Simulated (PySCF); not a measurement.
In(Cl)2(Et) (C₂H₅Cl₂In), SMILES C[CH2][In]([Cl])[Cl].

Geometry optimised at PBE0-D3(BJ)/def2-SVP. The structure was generated by enumeration; whether it is a known compound was not checked. The def2 effective core potentials stand for the cores of In; spin–orbit coupling is left out. Other conformers were not sampled.

These are PBE0-D3(BJ)/def2-SVP in PySCF values and carry that method's errors.

Frequencies are harmonic and unscaled.

| mode | ν (cm⁻¹) | IR (km/mol) | moving atoms (share of kinetic energy) |
|---|---|---|---|
| 1 | 10 | 0.6 | H 45 %, C 39 %, Cl 12 % |
| 2 | 56 | 2.2 | C 38 %, Cl 33 %, H 15 %, In 14 % |
| 3 | 90 | 5.4 | In 37 %, Cl 28 %, H 22 %, C 13 % |
| 4 | 100 | 9.6 | Cl 80 %, In 17 % |
| 5 | 226 | 1.2 | H 85 %, C 12 % |
| 6 | 238 | 4.5 | C 63 %, H 22 %, In 8 % |
| 7 | 353 | 31.5 | Cl 81 %, In 12 % |
| 8 | 375 | 68.0 | Cl 71 %, In 29 % |
| 9 | 496 | 15.4 | C 65 %, H 21 %, In 13 % |
| 10 | 647 | 20.2 | H 82 %, C 17 % |
| 11 | 946 | 1.1 | H 91 %, C 8 % |
| 12 | 969 | 8.5 | H 82 %, C 18 % |
| 13 | 1066 | 7.7 | C 72 %, H 28 % |
| 14 | 1191 | 36.6 | H 68 %, C 32 % |
| 15 | 1239 | 1.9 | H 77 %, C 23 % |
| 16 | 1397 | 4.3 | H 83 %, C 17 % |
| 17 | 1437 | 2.2 | H 88 %, C 12 % |
| 18 | 1468 | 3.6 | H 97 % |
| 19 | 1472 | 10.8 | H 97 % |
| 20 | 3051 | 23.9 | H 97 % |
| 21 | 3085 | 3.3 | H 95 % |
| 22 | 3138 | 8.1 | H 91 %, C 9 % |
| 23 | 3143 | 0.2 | H 90 %, C 10 % |
| 24 | 3162 | 9.0 | H 90 %, C 10 % |
